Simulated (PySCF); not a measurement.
N-methyldiacetamide, C5H9NO2.
Atom-mapped SMILES: `[CH3:1][C:2](=[O:3])[N:4]([CH3:5])[C:6]([CH3:7])=[O:8]` (hydrogens: H9, H10, H11 on C1; H12, H13, H14 on C5; H15, H16, H17 on C7)

The geometry is computed with GFN2-xTB (gas phase).

**Question.** Give the optimised bond lengths and angles.

**Answer.** 
```tsv
bond	length (Å)	order
C1–C2	1.510	single
C2=O3, C6=O8	1.208	double
C2–N4	1.385	single
N4–C5	1.454	single
N4–C6	1.406	single
C6–C7	1.495	single
C1–H9 and 5 like bonds	1.087	single
C5–H12, C5–H13, C5–H14	1.089	single
```

Bonds in one row agree within 0.01 Å and their mean is given. Orders are formal, as drawn. A selection of angles:
```tsv
angle	degrees
C2–C1–H9	110.9
C2–C1–H10	107.8
H9–C1–H10	109.1
C1–C2–O3	121.1
C1–C2–N4	115.5
O3–C2–N4	123.4
C2–N4–C5	119.8
C2–N4–C6	124.8
C5–N4–C6	115.4
N4–C5–H12	111.1
N4–C5–H13	107.3
H12–C5–H13	108.8
N4–C6–C7	118.4
N4–C6–O8	119.5
H15–C7–H16	107.2
```

Torsions: C1–C2–N4–C5 -1° (synperiplanar); C2–N4–C6–C7 -1° (synperiplanar).

The 3 C–N bonds span 1.385 Å (C2–N4, drawn single) to 1.454 Å (N4–C5, drawn single), a spread of 0.069 Å. Of the pairs four or more bonds apart, O8···H13 is among the closest relative to their van der Waals radii: 2.08 Å, 76 % of the sum of Bondi's values. N4 (amide nitrogen) is planar (angles 124.8°, 119.8° and 115.4°, sum 360.0°, 0.00 Å off the plane of its three neighbours). The 8 heavy atoms lie in one plane (0.012 Å rms).

No GFN2-xTB frequencies stand behind this structure, so it isn't proved a minimum. One conformer, not necessarily the lowest.
